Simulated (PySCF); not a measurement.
PbH2, SMILES [PbH2] (connectivity only; charge and spin as stated), neutral, multiplicity 1. Geometry optimised at B3LYP-D3(BJ)/def2-TZVPD. The def2 effective core potentials stand for the cores of Pb; spin–orbit coupling is left out.

Calculation: B3LYP-D3(BJ)/def2-TZVPD (PySCF 2.14.0).

Harmonic wavenumbers (cm⁻¹): 724, 1583, 1587. Rotational constants (GHz): 147.7, 144.9, 73.15; symmetry number 2.

Q: Work out the zero-point energy and the ideal-gas rigid-rotor harmonic-oscillator thermochemistry at 298.15 K and 1 atm.

A: ZPE = ½ Σ hcν = ½ × 3894 cm⁻¹ = 23.29 kJ/mol. H − E(el) = 33.50 kJ/mol. Entropy in J/(mol K): translation 175.39, rotation 61.10, vibration 1.24, total 237.72. G − E(el) = -37.38 kJ/mol. Cp = 37.00 J/(mol K).
